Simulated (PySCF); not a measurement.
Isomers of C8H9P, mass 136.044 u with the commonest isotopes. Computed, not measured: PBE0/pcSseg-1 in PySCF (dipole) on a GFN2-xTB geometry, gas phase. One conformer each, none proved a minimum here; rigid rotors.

Question: Order these by rotational constant C, smallest first.
A. `C1P2(=C)C=CC(C=1)C=C2`
B. `[CH2:1]=[CH:2][c:3]1[cH:4][cH:5][cH:6][p:7][c:8]1[CH3:9]` with C1–C2–C3–C4 41°
C. `[CH2:1]=[CH:2][c:3]1[cH:4][cH:5][p:6][cH:7][c:8]1[CH3:9]` with C1–C2–C3–C4 -37°

Answer: C (778.1 MHz), B (817.1 MHz), A (1434 MHz).

Question: Order these by out-of-plane moment Σ m c² = (Ia + Ib − Ic)/2, largest first.
A. `C=P12C=CC(C=C1)C=C2`
B. `[CH2:1]=[CH:2][c:3]1[cH:4][cH:5][cH:6][p:7][c:8]1[CH3:9]` with C1–C2–C3–C4 41°
C. `[CH2:1]=[CH:2][c:3]1[cH:4][cH:5][p:6][cH:7][c:8]1[CH3:9]` with C1–C2–C3–C4 -37°

Answer: A (96.91 u·Å²), B (6.75 u·Å²), C (5.65 u·Å²).

Question: Order these by dipole moment, smallest first.
A. `[CH2:1]=[CH:2][c:3]1[cH:4][cH:5][p:6][cH:7][c:8]1[CH3:9]` with C1–C2–C3–C4 -37°
B. `C=P12C=CC(C=C1)C=C2`
C. `[CH2:1]=[CH:2][c:3]1[cH:4][cH:5][cH:6][p:7][c:8]1[CH3:9]` with C1–C2–C3–C4 41°

Answer: C (1.69 D), A (2.14 D), B (3.78 D).

| SMILES | point group | Ia (u·Å²) | Ib (u·Å²) | Ic (u·Å²) | κ | μa (D) | μb (D) | μc (D) |
| --- | --- | --- | --- | --- | --- | --- | --- | --- |
| C=P12C=CC(C=C1)C=C2 | Cs | 195.31 | 350.98 | 352.47 | -0.99 | 3.68 | 0.00 | 0.87 |
| C=Cc1cccpc1C | C1 | 223.51 | 408.49 | 618.49 | -0.42 | 1.56 | 0.64 | 0.11 |
| C=Cc1ccpcc1C | C1 | 210.15 | 450.63 | 649.49 | -0.58 | 2.10 | 0.42 | 0.07 |
